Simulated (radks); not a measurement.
The mean radii <r> (bohr) of the occupied orbitals of an atom or ion are listed with their occupations. Method: scalar-relativistic Kohn-Sham, LDA (Slater exchange, VWN5 correlation), spin-polarised, spherical densities, finite nucleus; Fermi nuclear charge, rms radius of each element as measured or else 0.836 A^(1/3) + 0.57 fm; computed with a radial shooting solver on a logarithmic mesh with Libxc functionals.

| orbital | occ. | <r> |
|---|---|---|
| 1s up | 1 | 0.02613 |
| 1s down | 1 | 0.02613 |
| 2s up | 1 | 0.1122 |
| 2s down | 1 | 0.1122 |
| 2p up | 3 | 0.09824 |
| 2p down | 3 | 0.09824 |
| 3s up | 1 | 0.2995 |
| 3s down | 1 | 0.2995 |
| 3p up | 3 | 0.2973 |
| 3p down | 3 | 0.2973 |
| 3d up | 5 | 0.2737 |
| 3d down | 5 | 0.2737 |
| 4s up | 1 | 0.6949 |
| 4s down | 1 | 0.6948 |
| 4p up | 3 | 0.7397 |
| 4p down | 3 | 0.7394 |
| 4d up | 5 | 0.8366 |
| 4d down | 5 | 0.8355 |
| 5s up | 1 | 1.701 |
| 5s down | 1 | 1.700 |
| 5p up | 3 | 1.981 |
| 5p down | 2 | 1.987 |

Name the element and its charge. Open shells, if any, are filled with parallel spins first.

Answer. Z = 55, caesium, charge +2: Cs2+ in [Kr] 4d10 5s2 5p5. The 1s radius gives Z: for a bare nucleus <r> = (2 gamma + 1)/(2Z) with gamma = sqrt(1 - (Z/c)^2), 0.02574 bohr for Z = 55, and screening makes it slightly larger (0.02613 here). The occupations add up to 53, and the charge is Z minus that.
